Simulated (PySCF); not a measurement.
Computed IR spectrum (relative IR intensity) of a molecule CH5NO2Si2. Geometry: PBE-D3(BJ)/def2-SVP. The values are those of a single conformer. Computed with PBE-D3(BJ)/def2-SVP in PySCF 2.14.0. Frequencies are harmonic and unscaled.

```tsv
ν (cm⁻¹)	relative intensity
183	24
223	2.7
346	8.7
509	2.8
650	16
683	9.3
689	5.5
729	100
801	19
819	17
888	46
941	18
1170	40
2147	17
2157	18
2177	23
2206	22
2305	55
3753	24
```

**Question.** Which molecule gave these data?
A. N#CO[SiH2][SiH2]O
B. O[Si@@H]1C=N[SiH2]O1
C. [SiH3]N=C1O[SiH2]O1
D. N#CO[Si@H](O)[SiH3]

**Answer.** A, N#CO[SiH2][SiH2]O
